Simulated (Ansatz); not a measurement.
Reaction (redistribution): `C[SiH2][GaH][NH2]` + `O[BH][SbH2]` → `[NH2][GaH][SiH2]O` + `C[BH][SbH2]`

Calculated with Ansatz (gas phase, PBE0-D4/def2-TZVP geometries, no zero-point term in ΔE). CCSD(T)/CBS is the MP2 limit (def2-TZVPP, def2-QZVPP) plus CCSD(T) − MP2 in def2-TZVPP, frozen cores. Functionals use def2-TZVPP. B3LYP here is the variant with VWN-RPA as its local correlation; programs differ in this. Elements past krypton have def2 core potentials. For Ga, Sb outer-core shells are correlated without core-valence functions, which leaves a few kJ/mol of doubt a bond. Scalar relativity is left out up to krypton. One conformer a species, not always the lowest.

Problem. Is it downhill or uphill in electronic energy at CCSD(T)/CBS, and by how much? (Estimate.)

Solution. Ansatz gave: Uphill: ΔE = +47.7 kJ/mol.

Problem. What do these levels give: B3LYP-D4, ωB97M-V, B2PLYP, PBE, r2SCAN, B3LYP, HF/def2-TZVPP, SCS-MP2/def2-TZVPP, CCSD/def2-TZVPP, MP2/def2-QZVPP, SCS-MP2/def2-QZVPP, MP2/CBS(def2)? (An estimate is asked.)

Solution. The calculation gave: B3LYP-D4 50.4, ωB97M-V 51.2, B2PLYP 49.3, PBE 58.2, r2SCAN 51.8, B3LYP 50.0, HF/def2-TZVPP 36.0, SCS-MP2/def2-TZVPP 47.2, CCSD/def2-TZVPP 47.7, MP2/def2-QZVPP 46.9, SCS-MP2/def2-QZVPP 45.2, MP2/CBS(def2) 45.9 kJ/mol.

Largest T1 diagnostic among the species: 0.015.

From PBE to PBE0 (25 % exact exchange), in def2-TZVPP and without D4, ΔE moves by −4.5 kJ/mol. In def2-TZVPP, CCSD(T) changes the Hartree–Fock value by +14.9 kJ/mol (the triples alone add +3.2 kJ/mol) and MP2 by +13.1 kJ/mol.
